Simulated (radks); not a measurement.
Values are calculated unless marked as measured or tabulated.
Task: The mean radii <r> (bohr) of the occupied orbitals of an atom or ion are listed with their occupations. Level of theory: Dirac Kohn-Sham, LDA (Slater exchange, Perdew-Wang correlation), spin-unpolarised, spherical densities, finite nucleus; Fermi nuclear charge, rms radius of each element as measured or else 0.836 A^(1/3) + 0.57 fm (a radial shooting solver on a logarithmic mesh with Libxc functionals).

| orbital | occ. | <r> |
|---|---|---|
| 1s1/2 | 2 | 0.01968 |
| 2s1/2 | 2 | 0.08281 |
| 2p1/2 | 2 | 0.06874 |
| 2p3/2 | 4 | 0.07624 |
| 3s1/2 | 2 | 0.2165 |
| 3p1/2 | 2 | 0.2062 |
| 3p3/2 | 4 | 0.2203 |
| 3d3/2 | 4 | 0.1936 |
| 3d5/2 | 6 | 0.1979 |
| 4s1/2 | 2 | 0.4881 |
| 4p1/2 | 2 | 0.4957 |
| 4p3/2 | 4 | 0.5284 |
| 4d3/2 | 4 | 0.5537 |
| 4d5/2 | 6 | 0.5653 |
| 5s1/2 | 2 | 1.209 |
| 5p1/2 | 2 | 1.367 |
| 5p3/2 | 4 | 1.486 |
| 4f5/2 | 6 | 0.7740 |
| 6s1/2 | 1 | 3.500 |
| 4f7/2 | 8 | 0.7971 |

Name the element and its charge. Open shells, if any, fill j = l - 1/2 first.

Result: Z = 70, ytterbium, charge +1: Yb+ in [Xe] 4f14 6s1. The 1s radius gives Z: for a bare nucleus <r> = (2 gamma + 1)/(2Z) with gamma = sqrt(1 - (Z/c)^2), 0.01942 bohr for Z = 70, and screening makes it slightly larger (0.01968 here). The occupations add up to 69, and the charge is Z minus that.
